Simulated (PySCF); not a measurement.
C2H6ClFOSi (SMILES CO[Si](C)(F)Cl), singlet, at a GFN2-xTB geometry, atoms displaced at random by about 0.03 Å a coordinate; DF-TPSS/STO-3G, gradient (PySCF).

Here is a job for PySCF.
```python
from pyscf import gto, scf, dft

mol = gto.Mole()
mol.atom = '''
    C     1.86763884   -1.39783964    0.66361828
    O     0.97846360   -0.45441531    0.97449113
    Si   -0.30756466    0.12894338    0.11180452
    C    -1.87432906   -1.00304348    0.27297677
    F    -0.57960952    1.42520262    1.05720210
    Cl    0.14842719    0.76235109   -1.66094087
    H     1.41821268   -2.43557840    0.81733963
    H     2.25006713   -1.35265956   -0.36758524
    H     2.71613330   -1.34748809    1.43866781
    H    -2.76317138   -0.44197848   -0.18010723
    H    -2.12187944   -1.26625077    1.25043992
    H    -1.67046434   -1.90592601   -0.30792652
'''
mol.basis = 'sto-3g'
mol.verbose = 4
mol.build()

mf = dft.RKS(mol)
mf.xc = 'tpss'
mf = mf.density_fit(auxbasis='def2-universal-jkfit')
mf.kernel()
g = mf.nuc_grad_method()
g.auxbasis_response = False
grad = g.kernel()
```

What the program printed (banner, timings and long lists left out):

```
PySCF version 2.14.0

[INPUT] verbose = 4
[INPUT] num. atoms = 12
[INPUT] num. electrons = 66
[INPUT] charge = 0
[INPUT] spin (= nelec alpha-beta = 2S) = 0
[INPUT] symmetry False subgroup None
[INPUT] Mole.unit = angstrom
[INPUT] Symbol           X                Y                Z      unit          X                Y                Z       unit  Magmom
[...]
nuclear repulsion = 401.986495846598
number of shells = 28
number of NR pGTOs = 132
number of NR cGTOs = 44
basis = sto-3g
ecp = {}

******** <class 'pyscf.df.df_jk.DFRKS'> ********
method = DFRKS
initial guess = minao
damping factor = 0
level_shift factor = 0
DIIS = <class 'pyscf.scf.diis.CDIIS'>
diis_start_cycle = 1
diis_space = 8
diis_damp = 0
SCF conv_tol = 1e-09
SCF conv_tol_grad = None
SCF max_cycles = 50
direct_scf = False
XC library pyscf.dft.libxc version 7.1.2
    S. Lehtola, C. Steigemann, M. J. T. Oliveira, and M. A. L. Marques,  SoftwareX 7, 1–5 (2018)
XC functionals = tpss
    J. Tao, J. P. Perdew, V. N. Staroverov, and G. E. Scuseria,  Phys. Rev. Lett. 91, 146401 (2003)
    J. P. Perdew, J. Tao, V. N. Staroverov, and G. E. Scuseria,  J. Chem. Phys. 120, 6898 (2004)
    J. Tao, J. P. Perdew, V. N. Staroverov, and G. E. Scuseria,  Phys. Rev. Lett. 91, 146401 (2003)
    J. P. Perdew, J. Tao, V. N. Staroverov, and G. E. Scuseria,  J. Chem. Phys. 120, 6898 (2004)
radial grids:
    Treutler-Ahlrichs [JCP 102, 346 (1995); DOI:10.1063/1.469408] (M4) radial grids

becke partition: Becke, JCP 88, 2547 (1988); DOI:10.1063/1.454033
pruning grids: <function nwchem_prune>
grids dens level: 3
symmetrized grids: False
atomic radii adjust function: <function treutler_atomic_radii_adjust>
small_rho_cutoff = 0
Set gradient conv threshold to 3.16228e-05
Initial guess from minao.
tot grids = 153488
init E= -993.12571811408
[...]
cycle= 1 E= -992.732406971472  delta_E= 0.393  |g|= 0.732  |ddm|= 4.18
[...]
cycle= 2 E= -992.190476899906  delta_E= 0.542  |g|= 1.59  |ddm|=  3.7
[...]
cycle= 3 E= -992.926813105582  delta_E= -0.736  |g|= 0.18  |ddm|= 2.75
[...]
cycle= 4 E= -992.937627798286  delta_E= -0.0108  |g|= 0.0718  |ddm|= 0.445
[...]
cycle= 5 E= -992.939357468091  delta_E= -0.00173  |g|= 0.0146  |ddm|= 0.125
[...]
cycle= 6 E= -992.939449239463  delta_E= -9.18e-05  |g|= 0.00241  |ddm|= 0.0338
[...]
cycle= 7 E= -992.939451370524  delta_E= -2.13e-06  |g|= 0.000713  |ddm|= 0.00481
[...]
cycle= 8 E= -992.939451517094  delta_E= -1.47e-07  |g|= 0.000274  |ddm|= 0.00159
[...]
cycle= 9 E= -992.939451547654  delta_E= -3.06e-08  |g|= 1.93e-05  |ddm|= 0.000541
[...]
cycle= 10 E= -992.939451547756  delta_E= -1.02e-10  |g|= 9.92e-06  |ddm|= 4.11e-05
[...]
Extra cycle  E= -992.939451547751  delta_E= 4.77e-12  |g|= 1.04e-05  |ddm|= 2.77e-05
converged SCF energy = -992.939451547751

******** <class 'pyscf.df.grad.rks.Gradients'> for <class 'pyscf.df.df_jk.DFRKS'> ********
unit = Eh/Bohr
grid_response = False
--------------- DFRKS gradients ---------------
         x                y                z
0 C    -0.0515378664     0.0862268783    -0.0122700595
1 O     0.0530772296    -0.0789134889    -0.0372318829
2 Si     0.0465530767     0.0326815831    -0.1092906142
3 C    -0.0062862321    -0.0424191296     0.0749397816
4 F     0.0054695970    -0.0127835567    -0.0036416088
5 Cl    -0.0218705852    -0.0265590453     0.0984856039
6 H    -0.0092678032    -0.0016154783     0.0074504028
7 H    -0.0145451920     0.0013412617     0.0127771134
8 H     0.0069483261     0.0003032421     0.0215039873
9 H    -0.0214073761     0.0185160489    -0.0093207948
10 H     0.0064813696     0.0105576735    -0.0522320611
11 H     0.0072124958     0.0082339622     0.0041768641
----------------------------------------------
```
